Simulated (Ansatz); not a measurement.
Mulliken charges of `[CH2][Ga]([CH3])[F]` radical from PBE/def2-TZVPP in Ansatz (PBE0-D4/def2-TZVP geometry).

```tsv
atom	x (Å)	y (Å)	z (Å)	charge (e)
C1	-1.146	1.626	-0.049	-0.334
Ga2	-0.469	-0.161	0.179	0.536
C3	1.261	-1.000	-0.138	-0.397
F4	-1.701	-1.262	0.816	-0.368
H5	-0.552	2.453	-0.428	0.121
H6	-2.172	1.884	0.198	0.123
H7	1.139	-1.842	-0.823	0.107
H8	1.653	-1.395	0.802	0.106
H9	1.987	-0.303	-0.557	0.106
```

Question: By hand: the dipole of these point charges (1 e Å = 4.8032 D).

Answer: Σ q r = (0.430, 0.383, -0.223) e Å, of length 0.618 e Å = 2.97 D.

Question: How does the dipole of the full density compare? (Best estimate.)

Answer: The calculation gave: (0.386, 0.353, -0.201) e Å, 2.69 D; the point charges give 1.10 times that, at 1° from its direction.

Point charges leave out the atoms' own dipoles, such as those of lone pairs, and Mulliken's split depends on the basis, so the close match here is no proof of good charges.
